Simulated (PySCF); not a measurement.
H3AlOS, singlet, geometry from GFN2-xTB (such geometries of metal compounds can be far from the true shape). Base run: B3LYP/6-31G, polarisability (PySCF).

PySCF was given this input:
```python
from pyscf import gto, scf, dft
from pyscf.prop import polarizability

mol = gto.Mole()
mol.atom = '''
    Al   -0.45041401    0.25242375   -0.59623630
    H    -1.41323612   -0.14376553   -1.69458447
    O    -0.05990765    1.83455493   -0.41839269
    H     0.09759804    2.76818489   -0.40229828
    S     0.40993002   -1.26586338    0.73772836
    H     1.09140109   -0.32855334    1.39144248
'''
mol.basis = '6-31g'
mol.verbose = 4
mol.build()

mf = dft.RKS(mol)
mf.xc = 'b3lyp'
mf.kernel()
alpha = mf.Polarizability().polarizability()[2, 2]
print('alpha_zz =', alpha)
```

Variants of this job, named by their change:

| change | alpha_zz (bohr³) | basis functions | core-seconds (rough) |
|---|---|---|---|
| base | 38.06 | 41 | 4 |
| finite field (a.u.) = 0.001; conv_tol = 1e-6 | 38.04 | 41 | 5 |
| basis = def2-SVPD | 52.70 | 98 | 20 |
| functional = camb3lyp | 36.75 | 41 | 10 |
| basis = def2-SVP | 38.85 | 65 | 10 |
| finite field (a.u.) = 2e-4; conv_tol = 1e-11 | 38.06 | 41 | 7 |
| finite field (a.u.) = 0.02; conv_tol = 1e-11 | 38.30 | 41 | 6 |
| basis = 6-31+G* | 45.13 | 68 | 9 |
| functional = pbe0 | (withheld) | 41 | 5 |
| functional = hf | 33.66 | 41 | 0.8 |
| basis = aug-cc-pVDZ | (withheld) | (withheld) | 20 |
| functional = pbe | 39.92 | 41 | 4 |

Problem. Complete the blanks.

Solution. 
- functional = pbe0, alpha_zz (bohr³): 37.70
- basis = aug-cc-pVDZ, alpha_zz (bohr³): 52.39
- basis = aug-cc-pVDZ, basis functions: 104

Finite-field rows take the second difference of the energy in a field along z; a small field with loose convergence shows SCF noise divided by the square of the field, and a large one adds hyperpolarisability.
